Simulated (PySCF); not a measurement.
Ranking problems on computed properties.

Each SMILES stands for a single optimised conformer of the isolated species, non-relativistic unless stated. Electronic properties by PySCF.

Dipoles, sizes and rotational constants follow the conformer. The torsions of the flexible species, by atom-mapped SMILES:
- `[CH3:1][SiH2:2][Si@:3]([SiH3:4])([C:5]#[N:6])[SiH2:7][F:8]`: C1–Si2–Si3–Si4 -69°, Si2–Si3–Si7–F8 -62°
- `[CH3:1][CH2:2][SH:3]`: H–S3–C2–C1 -60°
- `[CH2:1]=[CH:2][P@:3](=[O:4])([OH:5])[c:6]1[cH:7][cH:8][o:9][cH:10]1`: C1–C2–P3–O4 -4°, C2–P3–C6–C7 62°, H–O5–P3–C2 130°
- `[CH3:1][c:2]1[cH:3][cH:4][c:5](/[P:6]=[CH:7]\[SiH3:8])[cH:9][cH:10]1`: C4–C5–P6–C7 62°
- `[CH3:1][CH2:2][S:3](=[O:4])(=[O:5])[CH2:6][CH3:7]`: C1–C2–S3–O4 -64°, C2–S3–C6–C7 180°
- `[CH3:1][CH2:2][CH2:3][S:4]([CH3:5])(=[O:6])=[O:7]`: C1–C2–C3–S4 73°, C2–C3–S4–C5 167°

Task: Rank by HOMO energy, highest first (PBE0/pcSseg-1 at GFN2-xTB geometries).
A. `C[SiH2][Si@]([SiH3])(C#N)[SiH2]F` (C2H10FNSi4)
B. `CCS` (C2H6S)
C. `C=C[P@](=O)(O)c1ccoc1` (C6H7O3P)
D. `c1cc(ccc1/P=C\[SiH3])C` (C8H11PSi)

Result: B (-6.76 eV), D (-6.87 eV), C (-7.12 eV), A (-8.45 eV).

Task: By how much do the two ends of that ranking differ?

Result: By 1.69 eV, between `CCS` (C2H6S) and `C[SiH2][Si@]([SiH3])(C#N)[SiH2]F`.

Task: Rank by electronic spatial extent ⟨r²⟩ about the centre of nuclear charge, lowest first (CAM-B3LYP/def2-SVPD at GFN2-xTB geometries).
A. `C(c1scpc1)#N` (C4H2NPS)
B. `CSC` (C2H6S)
C. `CCS(=O)(=O)CC` (C4H10O2S)
D. `CCCS(C)(=O)=O` (C4H10O2S)

Result: B (272 bohr²), D (957 bohr²), C (976 bohr²), A (997 bohr²).

Task: By how much do the two ends of that ranking differ?

Result: By 725 bohr², between `N#Cc1cpcs1` and `CSC` (dimethyl sulfide).

Task: Rank by smallest rotational constant, lowest first (GFN2-xTB).
A. `CCS` (C2H6S)
B. `Fc1nnon1` (CFN3O)
C. `CCCS(C)(=O)=O` (C4H10O2S)
D. `C[SiH2][Si@]([SiH3])(C#N)[SiH2]F` (C2H10FNSi4)
E. `CC1=CC=C(/P=C\[SiH3])C=C1` (C8H11PSi)
F. `C=C[P@](=O)(O)C1=COC=C1` (C6H7O3P)

Result: E (0.505 GHz), D (0.640 GHz), F (0.748 GHz), C (1.490 GHz), B (2.857 GHz), A (4.903 GHz).

Task: Give the two extremes of that set in cm⁻¹.

Result: `Cc1ccc(/P=C\[SiH3])cc1`: 0.0168 cm⁻¹; `CCS` (C2H6S): 0.1636 cm⁻¹.

Task: Rank by HOMO–LUMO gap, highest first (PBE0/pcSseg-1 at GFN2-xTB geometries).
A. `C[SiH2][Si@]([SiH3])(C#N)[SiH2]F` (C2H10FNSi4)
B. `C=C[P@](=O)(O)c1ccoc1` (C6H7O3P)
C. `CCS` (C2H6S)
D. `Cc1ccc(/P=C\[SiH3])cc1` (C8H11PSi)

Result: C (7.43 eV), A (6.75 eV), B (6.25 eV), D (4.92 eV).
